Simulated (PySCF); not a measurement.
PySCF input (TPSSh/def2-TZVPD):

```python
from pyscf import gto, scf, dft

mol = gto.M(
    atom='''
    C    -1.70247716    0.40861166    0.05612660
    C    -1.14551551   -0.58957546    0.75642688
    C     0.37163249   -0.79889547    0.57771698
    C     1.10020115    0.10325037   -0.34161312
    N     1.54147121    0.87314363   -1.08420951
    H    -2.77364825    0.60733457    0.13996225
    H    -1.17850729    1.09109328   -0.63303167
    H     0.55616880   -1.82331349    0.23617418
    H     0.86264248   -0.72746638    1.55441779
    ''',
    basis='def2-tzvpd',
    charge=-1,
    spin=0,
    verbose=4,
)

mf = dft.RKS(mol, xc='tpssh').density_fit(auxbasis='def2-universal-jkfit')
mf.grids.level = 3
mf.conv_tol = 1e-9
mf.max_cycle = 100
mf.max_memory = 1500
mf.kernel()
if not mf.converged:
    mf = mf.newton()
    mf.kernel(mf.make_rdm1())
mf.analyze()
```

End of the output:

```
Extra cycle  E= -209.599684307244  delta_E= 7.62e-12  |g|= 6.44e-06  |ddm|= 2.3e-05
converged SCF energy = -209.599684307244
**** SCF Summaries ****
Total Energy =                        -209.599684307244473
Nuclear Repulsion Energy =             133.846065403161134
One-electron Energy =                 -553.424331460993926
Two-electron Energy =                  209.978581750588319
Two-electron Coulomb Energy =          240.201177968413589
DFT Exchange-Correlation Energy =      -30.222596217825263
HOMO-LUMO gap [eV] =                     3.277941609477984
**** MO energy ****
MO #1   energy= -14.0727807717949  occ= 2
MO #2   energy= -9.97516631851127  occ= 2
MO #3   energy= -9.97329794056538  occ= 2
MO #4   energy= -9.89505760331451  occ= 2
MO #5   energy= -9.88558060610409  occ= 2
MO #6   energy= -0.712991575475442 occ= 2
MO #7   energy= -0.582824762873585 occ= 2
MO #8   energy= -0.489032823672417 occ= 2
MO #9   energy= -0.334032647303282 occ= 2
MO #10  energy= -0.293581889765357 occ= 2
MO #11  energy= -0.262502071730807 occ= 2
MO #12  energy= -0.226693527033383 occ= 2
MO #13  energy= -0.184773381792021 occ= 2
MO #14  energy= -0.163587083555336 occ= 2
MO #15  energy= -0.149037725712182 occ= 2
MO #16  energy= -0.135718434367006 occ= 2
MO #17  energy= -0.0391322614411607 occ= 2
MO #18  energy= 0.0214722197498816 occ= 2
MO #19  energy= 0.14193435303      occ= 0
MO #20  energy= 0.165613639487047  occ= 0
MO #21  energy= 0.170579878597059  occ= 0
MO #22  energy= 0.181566622620459  occ= 0
MO #23  energy= 0.189681855364061  occ= 0
MO #24  energy= 0.195792855158013  occ= 0
MO #25  energy= 0.209393847307451  occ= 0
MO #26  energy= 0.223261374959913  occ= 0
MO #27  energy= 0.235594829217159  occ= 0
MO #28  energy= 0.237296991175427  occ= 0
MO #29  energy= 0.274736964398817  occ= 0
MO #30  energy= 0.286662135732673  occ= 0
MO #31  energy= 0.29481812593026   occ= 0
MO #32  energy= 0.310986958609174  occ= 0
MO #33  energy= 0.311307707538837  occ= 0
MO #34  energy= 0.315921771306328  occ= 0
MO #35  energy= 0.326157948742758  occ= 0
MO #36  energy= 0.331661418572327  occ= 0
MO #37  energy= 0.361931427580833  occ= 0
MO #38  energy= 0.368838673327174  occ= 0
MO #39  energy= 0.371211636898017  occ= 0
MO #40  energy= 0.378888793223103  occ= 0
MO #41  energy= 0.389944737423131  occ= 0
MO #42  energy= 0.399331385239387  occ= 0
MO #43  energy= 0.409717159393047  occ= 0
MO #44  energy= 0.413348784978645  occ= 0
MO #45  energy= 0.424412848704602  occ= 0
MO #46  energy= 0.428731119253073  occ= 0
MO #47  energy= 0.434590335241601  occ= 0
MO #48  energy= 0.449852397934977  occ= 0
MO #49  energy= 0.454443655188799  occ= 0
MO #50  energy= 0.456051525315785  occ= 0
MO #51  energy= 0.472779365320389  occ= 0
MO #52  energy= 0.4821445733822    occ= 0
MO #53  energy= 0.493273840179307  occ= 0
MO #54  energy= 0.516947967526611  occ= 0
MO #55  energy= 0.522449333682505  occ= 0
MO #56  energy= 0.525829836539127  occ= 0
MO #57  energy= 0.52957264937687   occ= 0
MO #58  energy= 0.552935053537413  occ= 0
MO #59  energy= 0.565088300612036  occ= 0
MO #60  energy= 0.567102396092616  occ= 0
MO #61  energy= 0.599512197959208  occ= 0
MO #62  energy= 0.599885514670448  occ= 0
MO #63  energy= 0.606299728590105  occ= 0
MO #64  energy= 0.618256043295607  occ= 0
MO #65  energy= 0.619472008546891  occ= 0
MO #66  energy= 0.633463515301217  occ= 0
MO #67  energy= 0.633968392306235  occ= 0
MO #68  energy= 0.664189336519796  occ= 0
MO #69  energy= 0.679715225354075  occ= 0
MO #70  energy= 0.682072172452357  occ= 0
MO #71  energy= 0.696757683900657  occ= 0
MO #72  energy= 0.703969864653487  occ= 0
MO #73  energy= 0.707074202586741  occ= 0
MO #74  energy= 0.736866963862562  occ= 0
MO #75  energy= 0.742448590973089  occ= 0
MO #76  energy= 0.754711032755975  occ= 0
MO #77  energy= 0.760957124589622  occ= 0
MO #78  energy= 0.772854019439783  occ= 0
MO #79  energy= 0.781264339257038  occ= 0
MO #80  energy= 0.803352565098596  occ= 0
MO #81  energy= 0.81151821948289   occ= 0
MO #82  energy= 0.838939451161086  occ= 0
MO #83  energy= 0.847406307410045  occ= 0
MO #84  energy= 0.851534779054113  occ= 0
MO #85  energy= 0.85733447144036   occ= 0
MO #86  energy= 0.873618866948412  occ= 0
MO #87  energy= 0.887060302802983  occ= 0
MO #88  energy= 0.904397763617499  occ= 0
MO #89  energy= 0.920814198792055  occ= 0
MO #90  energy= 0.931007761889249  occ= 0
MO #91  energy= 0.948329545851476  occ= 0
MO #92  energy= 1.01375809617854   occ= 0
MO #93  energy= 1.01800520429173   occ= 0
MO #94  energy= 1.03975677667078   occ= 0
MO #95  energy= 1.05414081676884   occ= 0
MO #96  energy= 1.07044197185842   occ= 0
MO #97  energy= 1.0832826028626    occ= 0
MO #98  energy= 1.11360555069868   occ= 0
MO #99  energy= 1.12840425954079   occ= 0
MO #100 energy= 1.14399120885204   occ= 0
MO #101 energy= 1.16106052064129   occ= 0
MO #102 energy= 1.2539658383746    occ= 0
MO #103 energy= 1.27925234963834   occ= 0
MO #104 energy= 1.31494628046392   occ= 0
MO #105 energy= 1.37036527656636   occ= 0
MO #106 energy= 1.37521752042098   occ= 0
MO #107 energy= 1.38485745230771   occ= 0
[...]
```

It need not be the lowest isomer of its formula. Whether it binds its extra electron was not tested at this geometry.
